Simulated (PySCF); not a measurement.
Harmonic spectrum computed at PBE0 in the def2-TZVP basis family (core potentials from Rb on, PySCF, no spin–orbit coupling):

| symmetry | ω (cm⁻¹) | IR (km/mol) |
| --- | --- | --- |
| a' | 397 | 52.4 |
| a'' | 572 | 149 |
| a' | 872 | 237 |
| a' | 942 | 6.7 |
| a' | 1299 | 128 |
| a' | 3767 | 87.2 |

Task: Which molecule gave it? In each, all ligands are bound to the one heavy central atom.
A. PO(OH) (singlet)
B. AlO(OH) (singlet)
C. InO(OH) (singlet)
D. IO(OH) (singlet)

Result: A. It has Cs symmetry with O–H 0.969 Å, P–O 1.467 Å, P–O 1.606 Å.
